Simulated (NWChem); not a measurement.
# C$_{2}$H$_{3}$F$_{2}$, doublet; SMILES C[C](F)F

Program: NWChem. Spin-unrestricted. In the optimisation the excess spin sits in a' (Cs, its own frame). All runs use the structure optimised with PBE0/def2-SVP, spin-unrestricted. No stability test was run on the SCF state.

**Question.** What does the run give for TPSS/def2-TZVPP? Quantities: highest occupied level (eV); lowest empty minus highest occupied level, either spin (eV); dipole (D); <S²>.

**Answer.** 
```json
{
  "highest occupied level (eV)": "-4.90",
  "lowest empty minus highest occupied level, either spin (eV)": "2.66",
  "dipole (D)": "1.82",
  "<S²>": "0.753"
}
```
